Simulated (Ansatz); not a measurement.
Reaction: C2H3ClSi (chloro(ethynyl)silane, SMILES Cl[SiH2]C#C) → C2H3Si (SMILES C#C[SiH2], doublet) + Cl (doublet) (the Cl-Si bond breaks)
Each species at its own B3LYP-D3(BJ)/def2-TZVP minimum (Ansatz, a program for electronic structure).

Total energies in hartree (Ansatz). Open shells are spin-unrestricted; no spin-orbit coupling. Correlated methods leave the cores frozen. No relativity. The UHF reference of C2H3Si (C#C[SiH2], doublet) is spin-contaminated (<S^2> up to 0.10 over the pure value in the sets run).

```tsv
species	HF/cc-pV(T+d)Z	CCSD(T)/cc-pV(T+d)Z	HF/cc-pV(Q+d)Z	CCSD(T)/cc-pV(Q+d)Z	CCSD(T)/cc-pV(D+d)Z	CCSDT(Q)/cc-pV(D+d)Z
1: C2H3ClSi (chloro(ethynyl)silane, SMILES C#C[SiH2]Cl)	-825.97859	-826.65421	-825.99072	-826.71155	-826.46550	-826.46807
2: C2H3Si (SMILES C#C[SiH2], doublet)	-366.35981	-366.80967	-366.36810	-366.84114	-366.70214	-366.70456
3: Cl (doublet)	-459.48556	-459.67356	-459.48916	-459.69449	-459.60403	-459.60445
```

Question: Work out the bond dissociation energy (electronic) in kcal/mol: take Hartree-Fock from cc-pV(Q+d)Z, extrapolate the CCSD(T) correlation energy as X^-3 (X = 3, 4), and add CCSDT(Q) - CCSD(T) in cc-pV(D+d)Z. 1 hartree = 627.51 kcal/mol.

Answer: 
Species 1: correlation (64·(-0.72083) - 27·(-0.67562))/37 = -0.75382; step -0.00257; E1 = -825.99072 + (-0.75382) + (-0.00257) = -826.74711
Species 2: correlation (64·(-0.47304) - 27·(-0.44986))/37 = -0.48996; step -0.00242; E2 = -366.36810 + (-0.48996) + (-0.00242) = -366.86048
Species 3: correlation (64·(-0.20533) - 27·(-0.18800))/37 = -0.21798; step -0.00042; E3 = -459.48916 + (-0.21798) + (-0.00042) = -459.70756
-1·E1 +1·E2 +1·E3 = 0.17907 hartree = 112.4 kcal/mol.
